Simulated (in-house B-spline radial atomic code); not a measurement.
## Solving the quasi-particle equation for 3s up of the silicon ion Si³⁺

Configuration [Ne] 3s1, highest spin, start PBE0; correlation leaves out the 2 deepest shells. Computed with an all-electron radial atomic-structure program (B-spline basis): all electrons, non-relativistic, point nucleus, each spin shell either full or empty, empty states to l = 9 with an (l + 1/2)⁻⁴ tail; G0W0 by contour deformation at full frequency.

At the mean-field level ε = -41.526 eV the matrix elements are Σx = -16.196 eV, v_xc = -13.015 eV and Σc(ε) = -1.399 eV, and the slope of the correlation self-energy is dΣc/dω = -0.0412. The quasi-particle energy solves E = ε + Σx − v_xc + Σc(E).

Question: What does the linearised equation give?

Answer: Z = 1/(1 − dΣc/dω) = 1/1.0412 = 0.9604. The first-order shift is Σx − v_xc + Σc(ε) = -16.196 − (-13.015) + (-1.399) = -4.580 eV, so E ≈ ε + Z × shift = -41.526 + 0.9604 × (-4.580) = -45.925 eV.

Question: How does that compare with the full solution and with static screening?

Answer: Solving the equation at full frequency dependence gives E = -45.942 eV, where Σc = -1.234 eV and the weight is 0.967; the linearised value is off by 17 meV. Leaving Z out would give -46.106 eV. Static COHSEX puts -2.699 eV in place of Σc and gives -47.406 eV, 1.46 eV deeper. The tabulated removal energy is 45.142 eV (NIST, measured); the run leaves out relativity, Breit and QED terms.
